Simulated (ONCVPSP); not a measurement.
**Hardness and transferability of assorted potentials**

Generated with ld1.x 7.5 (TM, RRKJ, ultrasoft, PAW), atompaw 4.2 or ONCVPSP 4.0.1. The cutoff is in Ry: for ld1.x and atompaw files where the sum of valence levels is converged to 10 mRy in a Bessel basis, for ONCV files where the hardest occupied wave has 1 mHa per electron of residual kinetic energy. The error is the largest all-electron minus pseudo excitation energy over each file’s own four to seven test configurations (ionisations up to +4, promotions, holes and added fractions of an electron), all of which were solved. The labels leave out finer settings (local radius, basis sizes, second energies), which also bear on the numbers. Spin-polarised tests are not counted. The rows are a selection from randomly drawn settings: files with unsolved tests, undetermined cutoffs or missed reference levels are left out.

A true bound ghost makes a file unfit for plane-wave use even where its test errors are small: the radial tests pick states by their node count and pass the ghost by.

```tsv
element	potential	cutoff (Ry)	largest error (meV)	bound ghosts
Li	ONCV, PBE, scalar-relativistic, rc 1.10/1.20/1.00 (spd), local smoothed, core correction no, reference 1s2 2s1, qcut 9/7.5/8.5, projectors 2/2/2	70	+999	none
Mn	ONCV, PBEsol, scalar-relativistic, rc 1.30/1.35/1.95/1.50 (spdf), local smoothed, core correction yes, reference 3s2 3p6 3d5 4s1, qcut 11/10/8.7/7.3, projectors 2/2/3/1	75	+113	none
Ga	ONCV, PBE, scalar-relativistic, rc 1.25/1.20/1.15/1.10 (spdf), local smoothed, core correction no, reference 3s2 3p6 3d10 4s2 4p0.5, qcut 10.8/13/16.5/10.9, projectors 2/2/2/2	186	-61	none
Se	ONCV, PBE, scalar-relativistic, rc 0.80/0.90/0.65/0.75 (spdf), local smoothed, core correction yes, reference 3s2 3p6 3d10 4s2 4p4, qcut 16.1/18.9/22.8/14.6, projectors 3/2/2/2	433	-52	none
Ag	ONCV, PBE, scalar-relativistic, rc 1.45/1.30/1.50 (spd), local smoothed, core correction yes, reference 4s2 4p6 4d9 5s2, qcut 7.5/10.6/11.2, projectors 2/2/2	77	-64	none
Cd	ONCV, LDA (Perdew-Wang 92), scalar-relativistic, rc 1.45/1.25/1.30 (spd), local smoothed, core correction no, reference 4s2 4p6 4d10 5s2, qcut 10.5/9.7/8.1, projectors 2/2/3	69	-9.7	none
W	ONCV, PBE, scalar-relativistic, rc 1.75/2.40/2.75 (spd), local smoothed, core correction yes, reference 5s2 5p6 5d4 6s1.5 6p0.5, qcut 7/6.8/6.3, projectors 2/2/2	34	-503	none
Bi	ONCV, PBE, fully relativistic, rc 1.40/1.50/1.20 (spd), local smoothed, core correction yes, reference 5s2 5p6 5d10 6s1.75 6p3.25, qcut 6.5/9.2/7.3, projectors 2/2/2	72	-8.0	none
```

Question: Fill in the row for Tl: ONCV, PBE, fully relativistic, rc 1.90/1.40/1.20/1.90 (spdf), local smoothed, core correction no, reference 5p6 5d10 6s1.5, qcut 2.7/9.3/7/5.8, projectors 1/2/2/2.

Answer: cutoff 65 Ry, largest error -8.0 meV, bound ghosts: s.
